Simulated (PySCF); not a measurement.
Unrelated species, one level of theory. Theory: TDDFT PBE0/def2-SVPD, vertical, gas phase, core orbitals frozen in the response (PySCF 2.14.0, density-fitted response routines). Geometries: PBE0-D3(BJ)/def2-SVP; one conformer of each isolated species. Triplets are in the Tamm–Dancoff approximation. 'Strongest' means the level of largest summed f among the lowest 10 singlets; it needn't be the same kind of state in each. Relativistic effects are left out although some hold elements past zinc.

Question: Rank by computed HOMO–LUMO gap, highest first.
A. `CC#[N+][BH2-]n1cccc1`
B. `F[B]([GeH2][BH2])F`
C. `C=C=CCl`
D. `[NH2][GeH2][SiH3]`
E. `CC[NH2+][BH3-]`

Answer: E (7.62 eV), D (7.21 eV), C (6.54 eV), B (5.71 eV), A (4.47 eV).

| SMILES | gap (eV) | strongest (eV) | α (au) | S1 (eV) | f (S1) | S1 mainly |
| --- | --- | --- | --- | --- | --- | --- |
| [BH3-][NH2+]CC | 7.62 | 7.99 | 55.5 | 6.53 | 0.011 | H→L (79%) |
| [NH2][GeH2][SiH3] | 7.21 | 7.84 | 72.8 | 5.81 | 0.008 | H→L (97%) |
| C=C=CCl | 6.54 | 7.40 | 54.7 | 4.81 | 0.000 | H→L (99%) |
| [BH2][GeH2][B](F)F | 5.71 | 7.77 | 63.1 | 4.16 | 0.015 | H→L (90%) |
| CC#[N+][BH2-]n1cccc1 | 4.47 | 6.13 | 102.1 | 3.59 | 0.000 | H→L (100%) |

H and L stand for HOMO and LUMO.

- `[BH3-][NH2+]CC`: Löwdin shares by element: HOMO (one of a set within 0.03 eV) hydrogen 45% or more, boron 42%, nitrogen 6%; LUMO hydrogen 25% or more, carbon 17% or more, boron 13% (atoms not listed hold the other 45%).
- `[NH2][GeH2][SiH3]`: Löwdin shares by element: HOMO nitrogen 57%, hydrogen 16% or more, germanium 15%; LUMO germanium 32%, silicon 18%, nitrogen 11%, hydrogen 8% or more (atoms not listed hold the other 31%).
- `C=C=CCl`: Löwdin shares by element: HOMO carbon 61%, chlorine 32%; LUMO carbon 68%, chlorine 21%.
- `[BH2][GeH2][B](F)F`: Löwdin shares by element: HOMO boron 44%, germanium 32%, hydrogen 5% or more (atoms not listed hold the other 19%); LUMO boron 52% or more, germanium 18%, hydrogen 16% or more.
- `CC#[N+][BH2-]n1cccc1`: Löwdin shares by element: HOMO carbon 84% or more (atoms not listed hold the other 16%); LUMO carbon 47% or more, nitrogen 34% or more, hydrogen 7% or more.
